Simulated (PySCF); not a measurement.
C₉H₆N₄, SMILES C1=CC2=NC=CC3=NC=NC(=C1)N23. Coordinates come from a B3LYP-D3(BJ)/def2-SVP optimisation.

These are PySCF 2.14.0 with B3LYP-D3(BJ)/def2-SVP values and carry that method's errors.

Harmonic wavenumbers (cm⁻¹): 126, 142, 225, 242, 466, 473, 474, 481, 488, 502, 515, 602, 659, 707, 724, 796, 804, 831, 841, 866, 880, 886, 1006, 1013, 1019, 1038, 1074, 1096, 1113, 1126, 1175, 1234, 1247, 1275, 1282, 1337, 1375, 1428, 1439, 1528, 1548, 1627, 1635, 1684, 1696, 3150, 3154, 3194, 3239, 3241, 3245. Rotational constants (GHz): 1.176, 1.161, 0.5842; symmetry number 1.

**Question.** Work out the zero-point energy and the ideal-gas rigid-rotor harmonic-oscillator thermochemistry at 298.15 K and 1 atm.

**Answer.** ZPE = ½ Σ hcν = ½ × 61947 cm⁻¹ = 88.56 kcal/mol. H − E(el) = 94.28 kcal/mol. Entropy in cal/(mol K): translation 41.30, rotation 30.38, vibration 17.86, total 89.54. G − E(el) = 67.58 kcal/mol. Cp = 36.14 cal/(mol K). Modes under 150 cm⁻¹ make the vibrational entropy uncertain.
